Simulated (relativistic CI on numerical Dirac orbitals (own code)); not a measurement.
## Inner-shell lines of Fe XI

Computed by Dirac-Coulomb-Breit CI, KLI orbitals optimised for each configuration, model QED (radiative potential, 1s self-energy scaled to tabulated hydrogen-like ionisation energies), unscaled Slater integrals (own radial code, finite nucleus).

CI space (outside the closed core 1s2 2s2): 2p6 3s2 3p4, 2p5 3s2 3p4 3d, 2p5 3s2 3p4 4s, 2p5 3s2 3p4 4d, 2p5 3s 3p5 3d, 2p5 3s 3p5 4d, 2p5 3s 3p5 4s. Levels of other configurations are missing.

The table holds the strongest lines. The upper levels have an inner-shell vacancy. Auger decay, open to those above the ionisation limit, is not computed, and radiative decays to configurations outside the model are missing too. Absolute energies can be off by a few tenths of a per cent, and with unscaled integrals term splittings come out 10 to 25 % too wide, so close lines can change order. LS names give the leading component, which can be well under half, for lower levels too. Brackets number the levels in order of energy.

```csv
E (eV),Upper,Lower,A (s⁻¹),gA (s⁻¹)
754.74,2p5 3s2 3p4 3d 3F°_3 [69],2p6 3s2 3p4 3P_2 [1],2.52e+12,1.77e+13
755.50,2p5 3s2 3p4 3d 3F°_3 [96],2p6 3s2 3p4 1D_2 [4],2.14e+12,1.50e+13
761.73,2p5 3s2 3p4 3d 3D°_2 [123],2p6 3s2 3p4 1D_2 [4],3.67e+12,1.84e+13
762.00,2p5 3s2 3p4 3d 3D°_2 [108],2p6 3s2 3p4 3P_1 [2],2.65e+12,1.33e+13
763.73,2p5 3s2 3p4 3d 3F°_2 [115],2p6 3s2 3p4 3P_1 [2],3.08e+12,1.54e+13
763.77,2p5 3s2 3p4 3d 3F°_3 [109],2p6 3s2 3p4 3P_2 [1],3.62e+12,2.54e+13
764.92,2p5 3s2 3p4 3d 3P°_2 [113],2p6 3s2 3p4 3P_2 [1],5.00e+12,2.50e+13
764.96,2p5 3s2 3p4 3d 3D°_1 [121],2p6 3s2 3p4 3P_1 [2],5.60e+12,1.68e+13
765.05,2p5 3s2 3p4 3d 1F°_3 [135],2p6 3s2 3p4 1D_2 [4],6.30e+12,4.41e+13
766.27,2p5 3s2 3p4 3d 1D°_2 [120],2p6 3s2 3p4 3P_2 [1],2.54e+12,1.27e+13
766.67,2p5 3s2 3p4 3d 3D°_1 [129],2p6 3s2 3p4 3P_0 [3],4.35e+12,1.30e+13
766.72,2p5 3s2 3p4 3d 3F°_3 [141],2p6 3s2 3p4 1D_2 [4],1.83e+12,1.28e+13
767.61,2p5 3s2 3p4 3d 1D°_2 [142],2p6 3s2 3p4 1D_2 [4],3.19e+12,1.59e+13
767.99,2p5 3s2 3p4 3d 3D°_2 [134],2p6 3s2 3p4 3P_1 [2],2.38e+12,1.19e+13
768.24,2p5 3s2 3p4 3d 1P°_1 [156],2p6 3s2 3p4 1S_0 [5],6.67e+12,2.00e+13
768.45,2p5 3s2 3p4 3d 3F°_3 [144],2p6 3s2 3p4 1D_2 [4],3.18e+12,2.23e+13
768.64,2p5 3s2 3p4 3d 3D°_3 [130],2p6 3s2 3p4 3P_2 [1],6.19e+12,4.33e+13
768.71,2p5 3s2 3p4 3d 3P°_1 [131],2p6 3s2 3p4 3P_2 [1],6.67e+12,2.00e+13
769.56,2p5 3s2 3p4 3d 3D°_2 [134],2p6 3s2 3p4 3P_2 [1],3.16e+12,1.58e+13
770.83,2p5 3s2 3p4 3d 1D°_2 [152],2p6 3s2 3p4 1D_2 [4],5.22e+12,2.61e+13
```
